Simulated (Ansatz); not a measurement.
`FC(F)=CC(F)F`, relaxed with RKS PBE0-D4/def2-TZVP in Ansatz from a PBE-D4/def2-SVP geometry. The force threshold is 0.005 eV/Å; the program also tests the step.

Charge 0, multiplicity 1.

Start:

```xyz
9

F    -0.063    2.051    0.324
C    -0.660    0.947    0.748
F    -1.580    1.234    1.650
C    -0.368   -0.289    0.321
C     0.675   -0.562   -0.710
F     0.106   -1.149   -1.812
F     1.599   -1.448   -0.217
H    -0.924   -1.140    0.738
H     1.213    0.356   -1.042
```

```
        step  energy (eV)  largest force (eV/Å)  largest move (Å)
           1  -14002.3347                 0.774             0.000
           2  -14002.3807                 0.221             0.022
           3  -14002.3851                 0.039             0.010
           4  -14002.3852                 0.022             0.002
           5  -14002.3854                 0.010             0.015
6 (rejected)  -14002.3846                 0.165             0.009
           7  -14002.3854                 0.004             0.004
           8  -14002.3854                 0.004             0.008
```

End:

```xyz
9

F    -0.047    2.029    0.345
C    -0.646    0.933    0.743
F    -1.555    1.217    1.637
C    -0.377   -0.283    0.311
C     0.666   -0.552   -0.705
F     0.118   -1.170   -1.786
F     1.598   -1.406   -0.205
H    -0.937   -1.116    0.712
H     1.180    0.348   -1.052
```

Hardware: 4 threads of an Arm Neoverse V1 on a shared host. Wall time 32 s, peak host memory 0.58 GiB.
